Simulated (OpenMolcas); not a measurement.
## W3+: moving or changing the point charges

W3+ among 8 point charges of -1.2 e arranged as a cube (Oh), 2.13 Å from the ion.

```yaml
Program: OpenMolcas
Method: "SS-CASPT2, IPEA 0.25 Eh, imaginary shift 0.1 Eh (closed shells correlated: 4f 5s 5p)"
Basis: ANO-RCC-VDZP [7s6p4d2f1g]
Scalar_Hamiltonian: DKH2, point nucleus
Active_space: 3 electrons in 5 orbitals (5d)
State_averaging: 2S+1 = 4 even, 10 roots; 2S+1 = 2 even, 40 roots
Spin-orbit_coupling: state interaction with AMFI integrals over the reference wave functions
```

Runs around this geometry, states (labels of O, the rotations of Oh). Energies in cm-1 above the lowest state or level, χT in cm3 K/mol; under a threefold ground state the first gap can be a small split of the lowest multiplet, not the spin-orbit step; 10Dq and B are least-squares fits to the states below 45000 cm-1, weighted by degeneracy, with a free offset, and given where the rms deviation is under 5 % of |10Dq| (or 100 cm-1) and under 700 cm-1; 10Dq is negative for this site.

```tsv
R (Å)	q (e)	Ground state	First state of that spin	10Dq	B (rms of fit)	First gap with spin-orbit (degeneracies)	χT at 300 K	First state of another spin
2.13	-0.6	4T1	4T2 3410			3220 (4, 2)	0.132	2E 9230
1.92	-1.2	2E	2T2 12000	-14116	567 (457)	3800 (4, 2)	0.274	4T1 840
2.13	-1.2	4T1	4T2 7570			2980 (4, 2)	0.189	2E 4610
2.22	-1.2	4T1	4T2 6380			2960 (4, 2)	0.167	2E 6220
```

Scaling the charges by -0.6 / -1.2 = 0.50 scales the first state of the same spin by 3410 / 7570 = 0.45; with fixed orbitals a first-order splitting would follow the charge.

The ground state changes within this set.

Roots that are degenerate in the reference are averaged as groups; the widest CASPT2 spread within a group is 380 cm-1 (the 3-fold group of multiplicity 2 near 11500 cm-1 above the lowest state of its run, R = 2.22, q = -1.2). Shifts and gaps below about the spread of the groups concerned are not significant. Free-ion shares, where given, are those of the reference states; single-state CASPT2 does not remix them. Spin-orbit coupling mixes the spin-free states strongly: the lowest level takes only 62 % from its leading state, 4T1 (figures for R = 2.13, q = -0.6; the like holds for R = 1.92, q = -1.2). Point charges give a weaker field than real ligands, and real ions of this kind are as a rule low spin; the high spin found here belongs to the model (holds for R = 2.13, q = -0.6; R = 2.13, q = -1.2; R = 2.22, q = -1.2). An orbital doublet at a regular site is open to a Jahn-Teller distortion, which this geometry leaves out (holds for R = 1.92, q = -1.2). This shell can be high or low spin here, a state of another spin lies low, and with metal d orbitals alone active their balance is uncertain, so the ground spin may be wrong, although the usual error favours high spin (holds for R = 1.92, q = -1.2). An orbital triplet at a regular site is open to Jahn-Teller coupling, which can distort the site and quench the lowest spin-orbit gaps and is left out (holds for R = 2.13, q = -1.2; R = 2.22, q = -1.2). This shell can be high or low spin here, a state of another spin lies low, and with metal d orbitals alone active their balance is uncertain, so the ground spin may be wrong (holds for R = 2.13, q = -1.2). This is an electrostatic model: the charges have no orbitals. No measured value stands beside these numbers.
